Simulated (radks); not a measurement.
Question: All-electron atom: N2+ in [He] 2s2 2p1. All-electron calculation, non-relativistic Kohn-Sham, LDA (Slater exchange, Perdew-Wang correlation), spin-polarised, spherical densities, point nucleus; open shells are filled with parallel spins first. Program: a radial shooting solver on a logarithmic mesh with Libxc functionals. Some entries of the table are withheld. Estimate them.

| orbital | occ. | eigenvalue (hartree) | <1/r> (bohr^-1) |
|---|---|---|---|
| 1s up | 1 | -15.45925 | 6.592 |
| 1s down | 1 | -15.42493 | 6.603 |
| 2s up | 1 | -1.83022 | 1.243 |
| 2s down | 1 | -1.74870 | 1.221 |
| 2p up | 1 | -1.41925 | 1.155 |
| 2p down | 0 | -1.33307 | 1.133 |
| 3s up | 0 | -0.48255 | (1) |
| 3s down | 0 | -0.46898 | (2) |
| 3p up | 0 | -0.39000 | 0.3846 |
| 3p down | 0 | -0.37744 | 0.3749 |
| 3d up | 0 | -0.29745 | 0.3327 |
| 3d down | 0 | -0.28719 | 0.3178 |

Answer: 
(1) 3s up <1/r> (bohr^-1): 0.4239
(2) 3s down <1/r> (bohr^-1): 0.4139
